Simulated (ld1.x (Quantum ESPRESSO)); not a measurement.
**Scattering properties, RRKJ potential for vanadium (V)**

* Element: V
* Generator: ld1.x (Quantum ESPRESSO) 7.5
* Type: norm-conserving RRKJ (Kleinman–Bylander form)
* Functional: LDA (PZ)
* Relativity: fully relativistic
* Frozen core: [Ne]
* Valence charge: 13
* Reference configuration: 3s2 3p6 3d3 4s0 4p0 (charge +2)
* Partial waves: 3s (bound): rc 1.35 bohr; 3p (bound): rc 1.65 bohr; 3d (bound): rc 1.55 bohr
* Local potential: the d channel
* Core correction: Bessel-smoothed model core, default radius (core density twice the valence density)

Open shells are filled in proportion to 2j + 1 (rel_dist='average').

The phase is arctan(r·u′/u) with u = r·R(r), unwrapped; energies in Ry, scanned from -8 to 5 Ry. A pole is an energy at which the radial function vanishes at the test radius. The pseudo phase is shifted by a multiple of π to meet the all-electron one at the reference energy, and phase errors are pseudo minus all-electron; the curves can meet again beyond the range given. Levels narrower than the energy grid can be missing from the lists of poles.

**Question.** For each channel, where are the poles, and over which energies does the pseudopotential scatter like the atom?

**Answer.**

```tsv
channel	radius (bohr)	reference energy (Ry)	poles, all-electron	poles, pseudo	unbroken range about the reference energy with phases within 0.05 rad	phase error 1 Ry above the reference energy (rad)
s	1.79	-6.35	-5.93	-5.93, 2.71	below -0.8	+0.001
p1/2	1.79	-4.49	-3.90	-3.90	below 0.2	+0.003
p3/2	1.79	-4.43	-3.82	-3.82	below 0.3	+0.003
d3/2	1.79	-1.59	-0.59	-0.55	below 1.4	+0.010
d5/2	1.79	-1.58	-0.58	-0.55	below 1.5	+0.008
```

Phases in the d5/2 channel:

```json
{"E (Ry)": "-8.00", "all-electron": "1.353", "pseudo": "1.354"}
{"E (Ry)": "-7.52", "all-electron": "1.344", "pseudo": "1.345"}
{"E (Ry)": "-7.04", "all-electron": "1.334", "pseudo": "1.335"}
{"E (Ry)": "-6.56", "all-electron": "1.322", "pseudo": "1.324"}
{"E (Ry)": "-6.08", "all-electron": "1.309", "pseudo": "1.311"}
{"E (Ry)": "-5.60", "all-electron": "1.293", "pseudo": "1.295"}
{"E (Ry)": "-5.12", "all-electron": "1.273", "pseudo": "1.275"}
{"E (Ry)": "-4.64", "all-electron": "1.247", "pseudo": "1.250"}
{"E (Ry)": "-4.16", "all-electron": "1.214", "pseudo": "1.217"}
{"E (Ry)": "-3.68", "all-electron": "1.165", "pseudo": "1.170"}
{"E (Ry)": "-3.20", "all-electron": "1.089", "pseudo": "1.095"}
{"E (Ry)": "-2.72", "all-electron": "0.945", "pseudo": "0.952"}
{"E (Ry)": "-2.24", "all-electron": "0.579", "pseudo": "0.587"}
{"E (Ry)": "-1.76", "all-electron": "-0.475", "pseudo": "-0.479"}
{"E (Ry)": "-1.28", "all-electron": "-1.250", "pseudo": "-1.251"}
{"E (Ry)": "-0.80", "all-electron": "-1.507", "pseudo": "-1.502"}
{"E (Ry)": "-0.32", "all-electron": "-1.631", "pseudo": "-1.620"}
{"E (Ry)": "0.16", "all-electron": "-1.712", "pseudo": "-1.696"}
{"E (Ry)": "0.64", "all-electron": "-1.780", "pseudo": "-1.756"}
{"E (Ry)": "1.12", "all-electron": "-1.846", "pseudo": "-1.811"}
{"E (Ry)": "1.60", "all-electron": "-1.922", "pseudo": "-1.869"}
{"E (Ry)": "2.08", "all-electron": "-2.020", "pseudo": "-1.936"}
{"E (Ry)": "2.56", "all-electron": "-2.163", "pseudo": "-2.021"}
{"E (Ry)": "3.04", "all-electron": "-2.395", "pseudo": "-2.138"}
{"E (Ry)": "3.52", "all-electron": "-2.796", "pseudo": "-2.315"}
{"E (Ry)": "4.00", "all-electron": "-3.366", "pseudo": "-2.599"}
{"E (Ry)": "4.48", "all-electron": "-3.852", "pseudo": "-3.031"}
{"E (Ry)": "4.96", "all-electron": "-4.142", "pseudo": "-3.525"}
```
